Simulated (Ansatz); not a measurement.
Program: Ansatz 0.2.0.

A structure relaxed at PBE0-D4/def2-TZVP, charge 0, multiplicity 1:

```xyz
6

F     1.784   -0.774   -2.777
Au    0.770   -0.334   -1.199
P    -0.353    0.153    0.550
F    -0.341   -0.851    1.720
F    -1.874    0.360    0.398
F     0.013    1.445    1.308
```

Question: Give its formula and SMILES.

Answer: AuF4P, `[F][Au-][P+](F)(F)F`.

Question: Point group (tolerance 0.08 Å, 0.16 Å for H)?

Answer: C3v.

Question: Summarise the bond lengths by kind.

Answer: 1 × Au–F 1.927 Å; 1 × Au–P 2.135 Å; 3 × F–P 1.542 Å.
